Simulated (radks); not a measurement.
Task: The technetium ion Tc2+, configuration [Kr] 4d5 (the NIST ground configuration). Method: Dirac Kohn-Sham, BLYP, spin-unpolarised, spherical densities, finite nucleus; open shells fill j = l - 1/2 first; Fermi nuclear charge, rms radius 4.4112 fm; computed with a radial shooting solver on a logarithmic mesh with Libxc functionals. Some entries of the table are withheld. Estimate them.

| orbital | occ. | eigenvalue (Ry) | <r^2> (bohr^2) |
|---|---|---|---|
| 1s1/2 | 2 | -1534.475 | 0.001586 |
| 2s1/2 | 2 | (1) | 0.02632 |
| 2p1/2 | 2 | -202.8837 | 0.01983 |
| 2p3/2 | 4 | -194.1868 | 0.02118 |
| 3s1/2 | 2 | -39.25501 | 0.1977 |
| 3p1/2 | 2 | -32.72050 | (2) |
| 3p3/2 | 4 | -31.26640 | (3) |
| 3d3/2 | 4 | -19.69760 | 0.1893 |
| 3d5/2 | 6 | -19.41807 | 0.1925 |
| 4s1/2 | 2 | -6.56842 | 1.266 |
| 4p1/2 | 2 | (4) | 1.516 |
| 4p3/2 | 4 | (5) | 1.597 |
| 4d3/2 | 4 | -1.65548 | 3.141 |
| 4d5/2 | 1 | -1.63296 | 3.204 |

Result: 
(1) 2s1/2 eigenvalue (Ry): -219.8873
(2) 3p1/2 <r^2> (bohr^2): 0.1950
(3) 3p3/2 <r^2> (bohr^2): 0.2050
(4) 4p1/2 eigenvalue (Ry): -4.65767
(5) 4p3/2 eigenvalue (Ry): -4.43954
